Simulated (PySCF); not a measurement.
osmium atom (Os), quintet (core potentials on Os); SVWN5/def2-TZVP (PySCF).

PySCF was given this input:
```python
from pyscf import gto, scf, dft

mol = gto.M(
    atom='''
Os    0.00000000    0.00000000    0.00000000
''',
    basis='def2-tzvp',
    ecp={'Os': 'def2-tzvp'},
    spin=4,
    verbose=4,
)

mf = dft.UKS(mol)
mf.xc = 'lda,vwn'
mf.level_shift = 0.5
mf.max_cycle = 100
mf.kernel()
```

It wrote (shortened):

```
PySCF version 2.14.0

[INPUT] verbose = 4
[INPUT] num. atoms = 1
[INPUT] num. electrons = 16
[INPUT] charge = 0
[INPUT] spin (= nelec alpha-beta = 2S) = 4
[INPUT] symmetry False subgroup None
[INPUT] Mole.unit = angstrom
[INPUT] Symbol           X                Y                Z      unit          X                Y                Z       unit  Magmom
[...]
nuclear repulsion = 0
number of shells = 14
number of NR pGTOs = 66
number of NR cGTOs = 40
basis = def2-tzvp
ecp = {'Os': 'def2-tzvp'}

******** <class 'pyscf.dft.uks.UKS'> ********
method = UKS
initial guess = minao
damping factor = 0
level_shift factor = 0.5
DIIS = <class 'pyscf.scf.diis.CDIIS'>
diis_start_cycle = 1
diis_space = 8
diis_damp = 0
SCF conv_tol = 1e-09
SCF conv_tol_grad = None
SCF max_cycles = 100
direct_scf = True
direct_scf_tol = 1e-13
number electrons alpha = 10  beta = 6
XC library pyscf.dft.libxc version 7.1.2
    S. Lehtola, C. Steigemann, M. J. T. Oliveira, and M. A. L. Marques,  SoftwareX 7, 1–5 (2018)
XC functionals = lda,vwn
    P. A. M. Dirac,  Math. Proc. Cambridge Philos. Soc. 26, 376 (1930)
    F. Bloch,  Z. Phys. 57, 545 (1929)
    S. H. Vosko, L. Wilk, and M. Nusair,  Can. J. Phys. 58, 1200 (1980)
radial grids:
    Treutler-Ahlrichs [JCP 102, 346 (1995); DOI:10.1063/1.469408] (M4) radial grids

becke partition: Becke, JCP 88, 2547 (1988); DOI:10.1063/1.454033
pruning grids: <function nwchem_prune>
grids dens level: 3
symmetrized grids: False
atomic radii adjust function: <function treutler_atomic_radii_adjust>
small_rho_cutoff = 0
Set gradient conv threshold to 3.16228e-05
tot grids = 24312
init E= -74.853425338249

cycle= 1 E= -90.3343020478182  delta_E= -15.5  |g|= 0.343  |ddm|=  4.7
cycle= 2 E= -90.3604282758996  delta_E= -0.0261  |g|= 0.116  |ddm|= 0.422
cycle= 3 E= -90.3653457418546  delta_E= -0.00492  |g|= 0.0171  |ddm|= 0.188
cycle= 4 E= -90.3657533316098  delta_E= -0.000408  |g|= 0.00891  |ddm|= 0.0651
cycle= 5 E= -90.3659683916644  delta_E= -0.000215  |g|= 0.00704  |ddm|= 0.0372
cycle= 6 E= -90.3661256950132  delta_E= -0.000157  |g|= 0.00625  |ddm|= 0.0222
cycle= 7 E= -90.3662635808012  delta_E= -0.000138  |g|= 0.00585  |ddm|= 0.015
cycle= 8 E= -90.3663851220893  delta_E= -0.000122  |g|= 0.00591  |ddm|= 0.012
cycle= 9 E= -90.3664917385556  delta_E= -0.000107  |g|= 0.00694  |ddm|= 0.0103
cycle= 10 E= -90.3666000674613  delta_E= -0.000108  |g|= 0.00662  |ddm|= 0.00884
cycle= 11 E= -90.3666979224244  delta_E= -9.79e-05  |g|= 0.00734  |ddm|= 0.00872
cycle= 12 E= -90.3667955235941  delta_E= -9.76e-05  |g|= 0.0074  |ddm|= 0.00827
cycle= 13 E= -90.3668864019683  delta_E= -9.09e-05  |g|= 0.00788  |ddm|= 0.00817
cycle= 14 E= -90.3669803283531  delta_E= -9.39e-05  |g|= 0.0074  |ddm|= 0.00785
cycle= 15 E= -90.3670251250819  delta_E= -4.48e-05  |g|= 0.0123  |ddm|= 0.0106
cycle= 16 E= -90.3670982641078  delta_E= -7.31e-05  |g|= 0.0125  |ddm|= 0.00789
cycle= 17 E= -90.3671715911468  delta_E= -7.33e-05  |g|= 0.0126  |ddm|= 0.00732
cycle= 18 E= -90.3672466134022  delta_E= -7.5e-05  |g|= 0.0124  |ddm|= 0.00703
cycle= 19 E= -90.3673273673295  delta_E= -8.08e-05  |g|= 0.0116  |ddm|= 0.00701
cycle= 20 E= -90.3673984112345  delta_E= -7.1e-05  |g|= 0.0116  |ddm|= 0.00688
cycle= 21 E= -90.36747004311  delta_E= -7.16e-05  |g|= 0.0114  |ddm|= 0.00686
cycle= 22 E= -90.3675621279388  delta_E= -9.21e-05  |g|= 0.00921  |ddm|= 0.0079
cycle= 23 E= -90.3676398116984  delta_E= -7.77e-05  |g|= 0.00867  |ddm|= 0.00736
cycle= 24 E= -90.3677184157239  delta_E= -7.86e-05  |g|= 0.00786  |ddm|= 0.00747
cycle= 25 E= -90.3677957196687  delta_E= -7.73e-05  |g|= 0.00722  |ddm|= 0.00759
cycle= 26 E= -90.3678693925528  delta_E= -7.37e-05  |g|= 0.00712  |ddm|= 0.00769
cycle= 27 E= -90.3679451298867  delta_E= -7.57e-05  |g|= 0.00673  |ddm|= 0.00785
cycle= 28 E= -90.3680273648328  delta_E= -8.22e-05  |g|= 0.00529  |ddm|= 0.00838
cycle= 29 E= -90.3681072864996  delta_E= -7.99e-05  |g|= 0.00475  |ddm|= 0.00855
[...]
cycle= 52 E= -90.3714881329726  delta_E= -0.000571  |g|= 0.0397  |ddm|= 0.0274
cycle= 53 E= -90.3718477474603  delta_E= -0.00036  |g|= 0.0408  |ddm|= 0.0264
cycle= 54 E= -90.372307545779  delta_E= -0.00046  |g|= 0.0396  |ddm|= 0.0274
cycle= 55 E= -90.3726238847726  delta_E= -0.000316  |g|= 0.0427  |ddm|= 0.0277
cycle= 56 E= -90.372758690665  delta_E= -0.000135  |g|= 0.05  |ddm|= 0.0293
cycle= 57 E= -90.3730333645301  delta_E= -0.000275  |g|= 0.0537  |ddm|= 0.0298
cycle= 58 E= -90.3741259831945  delta_E= -0.00109  |g|= 0.0392  |ddm|= 0.0366
cycle= 59 E= -90.3746817132733  delta_E= -0.000556  |g|= 0.038  |ddm|= 0.0305
cycle= 60 E= -90.3752627541587  delta_E= -0.000581  |g|= 0.0357  |ddm|= 0.0313
cycle= 61 E= -90.3758844423115  delta_E= -0.000622  |g|= 0.0322  |ddm|= 0.0318
cycle= 62 E= -90.3759688525365  delta_E= -8.44e-05  |g|= 0.0445  |ddm|= 0.0318
cycle= 63 E= -90.3764514077611  delta_E= -0.000483  |g|= 0.0448  |ddm|= 0.0314
cycle= 64 E= -90.3774673392546  delta_E= -0.00102  |g|= 0.0305  |ddm|= 0.0381
cycle= 65 E= -90.3781559176059  delta_E= -0.000689  |g|= 0.0243  |ddm|= 0.0336
cycle= 66 E= -90.3787819911738  delta_E= -0.000626  |g|= 0.0189  |ddm|= 0.0333
cycle= 67 E= -90.3792745406393  delta_E= -0.000493  |g|= 0.0196  |ddm|= 0.0309
cycle= 68 E= -90.3798419926985  delta_E= -0.000567  |g|= 0.015  |ddm|= 0.0324
cycle= 69 E= -90.3803185292505  delta_E= -0.000477  |g|= 0.0158  |ddm|= 0.0296
cycle= 70 E= -90.3808554133564  delta_E= -0.000537  |g|= 0.011  |ddm|= 0.0357
cycle= 71 E= -90.3812565855944  delta_E= -0.000401  |g|= 0.0157  |ddm|= 0.0346
cycle= 72 E= -90.3817056307942  delta_E= -0.000449  |g|= 0.0141  |ddm|= 0.0283
cycle= 73 E= -90.3821817039608  delta_E= -0.000476  |g|= 0.0105  |ddm|= 0.0271
cycle= 74 E= -90.3825207521278  delta_E= -0.000339  |g|= 0.017  |ddm|= 0.0349
cycle= 75 E= -90.3829492933848  delta_E= -0.000429  |g|= 0.0145  |ddm|= 0.0262
cycle= 76 E= -90.3830078526242  delta_E= -5.86e-05  |g|= 0.0302  |ddm|= 0.0383
cycle= 77 E= -90.383380016599  delta_E= -0.000372  |g|= 0.0283  |ddm|= 0.0252
cycle= 78 E= -90.383811198783  delta_E= -0.000431  |g|= 0.0244  |ddm|= 0.0231
cycle= 79 E= -90.384229706642  delta_E= -0.000419  |g|= 0.0202  |ddm|= 0.0238
cycle= 80 E= -90.3845483817456  delta_E= -0.000319  |g|= 0.0204  |ddm|= 0.0235
cycle= 81 E= -90.3845898922401  delta_E= -4.15e-05  |g|= 0.0312  |ddm|= 0.029
cycle= 82 E= -90.3847252465849  delta_E= -0.000135  |g|= 0.0349  |ddm|= 0.0232
cycle= 83 E= -90.3849406093253  delta_E= -0.000215  |g|= 0.0354  |ddm|= 0.0202
cycle= 84 E= -90.3849647117934  delta_E= -2.41e-05  |g|= 0.0411  |ddm|= 0.022
cycle= 85 E= -90.3852630056427  delta_E= -0.000298  |g|= 0.0385  |ddm|= 0.0173
cycle= 86 E= -90.385393201775  delta_E= -0.00013  |g|= 0.0405  |ddm|= 0.0179
cycle= 87 E= -90.386290655892  delta_E= -0.000897  |g|= 0.0149  |ddm|= 0.0351
cycle= 88 E= -90.3866180715476  delta_E= -0.000327  |g|= 0.00907  |ddm|= 0.0209
cycle= 89 E= -90.3865481329413  delta_E= 6.99e-05  |g|= 0.0258  |ddm|= 0.0335
cycle= 90 E= -90.3865889162921  delta_E= -4.08e-05  |g|= 0.0298  |ddm|= 0.0186
cycle= 91 E= -90.3865126935487  delta_E= 7.62e-05  |g|= 0.0365  |ddm|= 0.0196
cycle= 92 E= -90.3869123568689  delta_E= -0.0004  |g|= 0.027  |ddm|= 0.0159
cycle= 93 E= -90.3871246728882  delta_E= -0.000212  |g|= 0.0243  |ddm|= 0.0128
cycle= 94 E= -90.387302187463  delta_E= -0.000178  |g|= 0.0226  |ddm|= 0.0123
cycle= 95 E= -90.3872413019743  delta_E= 6.09e-05  |g|= 0.0301  |ddm|= 0.0172
cycle= 96 E= -90.3874119964005  delta_E= -0.000171  |g|= 0.0272  |ddm|= 0.0109
cycle= 97 E= -90.3877689802853  delta_E= -0.000357  |g|= 0.0154  |ddm|= 0.0178
cycle= 98 E= -90.3877784257909  delta_E= -9.45e-06  |g|= 0.0216  |ddm|= 0.0152
cycle= 99 E= -90.3880219652361  delta_E= -0.000244  |g|= 0.0129  |ddm|= 0.0144
cycle= 100 E= -90.3880649785364  delta_E= -4.3e-05  |g|= 0.0169  |ddm|= 0.0128
SCF not converged.
SCF energy = -90.3880649785364 after 100 cycles  <S^2> = 6.0074379  2S+1 = 5.0029743
```

Convergence was not reached.
